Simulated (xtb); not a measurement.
C4H9N, SMILES C/C=N/CC. All values are semi-empirical tight-binding results from xtb (GFN2-xTB unless named), good for trends rather than for accurate numbers. Coordinates come from a GFN2-xTB optimisation. The structure was generated by enumeration; whether it is a known compound was not checked. Other conformers were not sampled.

| Quantity | Result |
|---|---|
| orbital gap | 3.89 eV |
| dipole moment | 1.33 D |
| zero-point energy | 76.6 kcal/mol |
| G − E(el) at 298.15 K (modified RRHO) | 57.9 kcal/mol |
| static polarisability (D4 model) | 58.3 bohr³ |
| solvation energy, GFN2-xTB/ALPB(water) | -2.1 kcal/mol |
| solvation energy, GFN2-xTB/ALPB(acetonitrile) | -4.3 kcal/mol |

### Question
Give the IR lines (harmonic; lines under 4 % of the strongest left out, lines within 3 cm⁻¹ merged). (The exact figures need the calculation; the answer reports its results.)

### Answer
ν (cm⁻¹): 83 (w), 430 (w), 994 (w), 1106 (w), 1135 (w), 1179 (m), 1318 (m), 1389 (w), 1463 (w), 1773 (s), 2784 (s), 2814 (vs), 2940 (m), 3006 (w), 3018 (w), 3036 (s), 3054 (w), 3065 (w) (against the strongest line: vs over 80 %, s over 45 %, m over 15 %, w over 4 %, vw less)
